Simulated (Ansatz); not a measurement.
**Abstraction of H: CH6GeO2 + C2H6MgN → CH5GeO2 + C2H7MgN**

Species: CH6GeO2 `C[O][GeH2][OH]`, singlet; C2H6MgN `C[N](C)[Mg]`, doublet; CH5GeO2 `C[O][GeH][OH]`, doublet; C2H7MgN `C[N](C)[MgH]`, singlet. A radical takes H: the energy is the difference in strength between the Ge–H bond broken and the Mg–H bond made.

Shapes, held fixed at every level: PBE0-D4/def2-TZVP. Flexible molecules stand in one conformer, not always the lowest. Programs: Ansatz 0.2.0. The zero-point and thermal change to 298 K, harmonic and unscaled (PBE0-D4/def2-TZVP), is -7.9 kJ/mol.

Estimate ΔH(298 K) of this reaction.

The highest level, CCSD(T)/def2-TZVPP, gives ΔH(298 K) = +64.3 kJ/mol; the levels span +40.3 to +78.9. The column of differences is taken from that level and isn't an error. No measured value is set beside it here. Open shells run unrestricted unless RO is named. Relativity is left out for Ge unless named. Correlated rows may include outer-core shells of Ge, Mg, which these sets cover unevenly.

```tsv
level	kind	ΔH(298 K) (kJ/mol)	less CCSD(T)/def2-TZVPP
HF/def2-SVP	Hartree–Fock	+78.9	+14.6
BHLYP-D4/def2-TZVPP	global hybrid	+59.7	-4.6
wB97M-V/def2-TZVPP	range-separated hybrid	+40.3	-24.0
wB97X-V/def2-TZVPP	range-separated hybrid	+51.8	-12.5
MP2/def2-SVP	perturbation theory	+73.1	+8.8
CCSD/def2-SVP	coupled cluster or CI	+65.1	+0.8
CCSD(T)/def2-TZVPP	coupled cluster or CI	+64.3	0.0
```
